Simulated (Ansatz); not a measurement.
`C[N](C)[GaH]` radical. Charge 0, multiplicity 2. Geometry: relaxed with PBE0-D4/def2-TZVP.

```xyz
11

C    -1.010    0.597    0.033
N     0.228   -0.120    0.211
C     0.816   -0.548   -1.030
Ga    0.957   -0.443    1.863
H    -1.423    0.903    0.996
H    -0.867    1.503   -0.575
H    -1.765   -0.021   -0.476
H     1.040    0.306   -1.687
H     1.750   -1.086   -0.852
H     0.144   -1.216   -1.588
H     0.130    0.124    3.106
```

What is the dipole moment at PBE/def2-TZVPP? (Best estimate.)

Ansatz gave: 1.03 D, with components (-0.30, 0.11, -0.98) D in this frame, pointing from negative to positive charge.

And with r2SCAN, B3LYP, ωB97M-V? (Best estimate.)

The calculation gave: r2SCAN 1.00 D, B3LYP 0.85 D, ωB97M-V 0.72 D.

Give the Mulliken charges with PBE, B3LYP, r2SCAN in def2-TZVPP. (An estimate is asked.)

Computed: 
```json
{"atom": "C1", "PBE": "-0.17", "B3LYP": "-0.16", "r2SCAN": "-0.03"}
{"atom": "N2", "PBE": "-0.15", "B3LYP": "-0.21", "r2SCAN": "-0.24"}
{"atom": "C3", "PBE": "-0.16", "B3LYP": "-0.16", "r2SCAN": "-0.02"}
{"atom": "Ga4", "PBE": "0.03", "B3LYP": "0.10", "r2SCAN": "0.10"}
{"atom": "H5", "PBE": "0.09", "B3LYP": "0.09", "r2SCAN": "0.05"}
{"atom": "H6", "PBE": "0.08", "B3LYP": "0.08", "r2SCAN": "0.04"}
{"atom": "H7", "PBE": "0.08", "B3LYP": "0.08", "r2SCAN": "0.04"}
{"atom": "H8", "PBE": "0.08", "B3LYP": "0.08", "r2SCAN": "0.04"}
{"atom": "H9", "PBE": "0.08", "B3LYP": "0.08", "r2SCAN": "0.04"}
{"atom": "H10", "PBE": "0.08", "B3LYP": "0.08", "r2SCAN": "0.04"}
{"atom": "H11", "PBE": "-0.05", "B3LYP": "-0.06", "r2SCAN": "-0.07"}
```

B3LYP here is the variant with VWN-RPA as its local correlation; programs differ in this.
